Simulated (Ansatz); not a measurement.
Consider the redistribution: `C[SiH2][SiH2]Cl` + `[SiH3]S` → `C[SiH](S)[SiH2]Cl` + SiH₄.

Gas-phase electronic energies from Ansatz, PBE0-D4/def2-TZVP geometries. CCSD(T)/CBS is the MP2 limit (def2-TZVPP, def2-QZVPP) plus CCSD(T) − MP2 in def2-TZVPP, frozen cores. This one scheme is used for every species. One conformer a species, not always the lowest.

```csv
level,ΔE (kJ/mol)
CCSD/def2-TZVPP,-8.6
HF/def2-QZVPP,-1.4
```

**Question.** What does CCSD(T)/CBS give? (Best estimate.)

**Answer.** The calculation gave: -11.2 kJ/mol. The listed levels differ from it by 2.6, 9.8 kJ/mol.

Largest T1 diagnostic among the species: 0.011.

The D4 term adds −8.2 kJ/mol with B3LYP and −4.8 kJ/mol with PBE0; it sums over pairs of atoms, weighted by their polarisabilities, and B3LYP, whose exchange is more repulsive, gets the larger term. In def2-TZVPP, CCSD(T) changes the Hartree–Fock value by −8.7 kJ/mol (the triples alone add −2.1 kJ/mol) and MP2 by −11.4 kJ/mol.

B3LYP here is the variant with VWN-RPA as its local correlation; programs differ in this.
